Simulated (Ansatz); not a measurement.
The cluster Mg2F2⁺. Total charge 1; doublet. Geometry r2SCAN-D4/def2-TZVP.

| atom | x (Å) | y (Å) | z (Å) |
| --- | --- | --- | --- |
| Mg1 | 0.161 | 0.936 | -1.064 |
| Mg2 | -0.161 | -0.935 | 1.064 |
| F3 | -1.223 | 0.222 | 0.010 |
| F4 | 1.223 | -0.222 | -0.010 |

HSE06 is defined as in plane-wave codes, on full-range PBE exchange. The structure comes from a short search, and lower isomers may exist.

Problem. Estimate the α-spin orbital energies around the gap (eV) in Ansatz with HF/STO-3G, PBE-D4/def2-SVP, HSE06-D4/def2-TZVP, CAM-B3LYP-D4/def2-TZVP, ωB97X-V/def2-TZVP.

Solution. 
| orbital | HF/STO-3G | PBE-D4/def2-SVP | HSE06-D4/def2-TZVP | CAM-B3LYP-D4/def2-TZVP | ωB97X-V/def2-TZVP |
| --- | --- | --- | --- | --- | --- |
| HOMO−9 | -61.59 | -53.91 | -57.05 | -58.89 | -59.74 |
| HOMO−8 | -42.06 | -32.97 | -36.60 | -38.40 | -39.61 |
| HOMO−7 | -41.54 | -32.53 | -36.20 | -37.99 | -39.20 |
| HOMO−6 | -17.24 | -15.74 | -17.37 | -19.42 | -20.44 |
| HOMO−5 | -16.32 | -15.60 | -17.24 | -19.28 | -20.27 |
| HOMO−4 | -15.83 | -15.27 | -16.79 | -18.78 | -19.77 |
| HOMO−3 | -15.26 | -14.73 | -16.37 | -18.40 | -19.41 |
| HOMO−2 | -14.99 | -14.17 | -15.81 | -17.81 | -18.80 |
| HOMO−1 | -14.67 | -13.86 | -15.52 | -17.51 | -18.47 |
| HOMO | -6.00 | -9.24 | -9.28 | -10.39 | -10.70 |
| LUMO | -0.44 | -8.61 | -8.43 | -7.45 | -6.61 |
| LUMO+1 | 7.24 | -5.79 | -5.46 | -4.23 | -3.34 |
| LUMO+2 | 8.57 | -5.34 | -4.95 | -3.60 | -2.63 |
| LUMO+3 | 9.93 | -4.91 | -4.63 | -3.41 | -2.49 |
| LUMO+4 | 12.68 | -4.37 | -4.12 | -2.85 | -1.93 |
| LUMO+5 | 12.87 | -4.14 | -3.87 | -2.54 | -1.61 |
| β HOMO | -14.44 | -13.84 | -15.47 | -17.45 | -18.42 |
| β LUMO | 1.76 | -8.30 | -7.74 | -6.96 | -5.25 |
